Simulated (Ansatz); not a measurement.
```yaml
crystal:
  periodic: [false, false, false]
  atoms:
    - {symbol: C, position_ang: [-1.683971, -1.147352, 2.093904]}
    - {symbol: O, position_ang: [-0.265747, -0.126748, 0.082722]}
    - {symbol: Sc, position_ang: [1.856379, 1.395016, -2.247496]}
    - {symbol: F, position_ang: [2.307913, -0.377953, -5.485139]}
    - {symbol: F, position_ang: [3.558492, 4.286856, -1.946255]}
    - {symbol: H, position_ang: [-2.140425, 0.338824, 3.024818]}
    - {symbol: H, position_ang: [-3.036206, -2.086178, 1.224471]}
    - {symbol: H, position_ang: [-0.537041, -1.903519, 3.148950]}
basis:
  gaussian: {orbitals: "6-31G*", point_charges: [{charge: 2.00, position_ang: [4.662, 0.000, -0.070]}]}
hamiltonian: {xc: {name: r2SCAN}}
correlation: {method: rpa}
accuracy: high
scf: {lower_state_search: light}
```

```sh
$ ansatz run in.yaml --threads 4 --pin off --events-out ev --progress --plain --max-ram 10444MiB
```

Shortened log:

```
Functional definition: r2SCAN
1884 factors; integrals over basis functions are off by at most 2.4e-8 eV
mean field evaluation 1: about -29178.7194 eV, gradient 1.2e2 eV
mean field evaluation 2: about -29178.6710 eV, gradient 1.2e2 eV
mean field evaluation 4: about -28560.4917 eV, gradient 3.2e2 eV
mean field evaluation 8: about -29220.6295 eV, gradient 8.4e1 eV
mean field evaluation 16: about -29237.3178 eV, gradient 4.5e0 eV
mean field evaluation 32: about -29237.3592 eV, gradient 4.8e-1 eV
mean field evaluation 64: about -29237.3759 eV, gradient 2.8e-1 eV
mean field evaluation 128: about -29237.3455 eV, gradient 2.3e0 eV
mean field evaluation 160: about -29237.3768 eV, gradient 1.6e-1 eV
mean field evaluation 192: about -29237.3757 eV, gradient 2.8e-1 eV
mean field evaluation 288: about -29237.3716 eV, gradient 3.1e-1 eV
mean field evaluation 320: about -29237.2955 eV, gradient 8.5e-1 eV
mean field evaluation 352: about -29237.3760 eV, gradient 1.9e-1 eV
mean field -29237.37756728 eV, -1074.4538077914 hartree, gradient 6.7e-8 eV, S^2 0.000000; 10 other end points of the search recorded, 0 dependent functions left out; unrestricted orbitals would lower it
mean field evaluation 416: about -29183.6842 eV, gradient 3.1e0 eV
mean field evaluation 448: about -29185.2464 eV, gradient 1.3e-2 eV
unrestricted determinant -29185.24744515 eV, -1072.5380611382 hartree, S^2 4.1603
9 core orbitals not correlated: weight in the atoms' cores, before any rotation towards them, 1.000 or more for the frozen orbitals, at most 0.000 for the correlated occupied ones
reference -29163.45543281 eV, -1071.7372194555 hartree; 19, 19 occupied and 74, 74 virtual orbitals, 1884 factors
Error: the energy between an occupied orbital and the lowest state that it is excited into in its spin channel is -0.3040 eV and must be positive: a state without a gap has no random-phase energy
```

Task: Something in this input is off. What?

Result: The coordinates are in bohr but typed as ångström. The run stopped with an error.
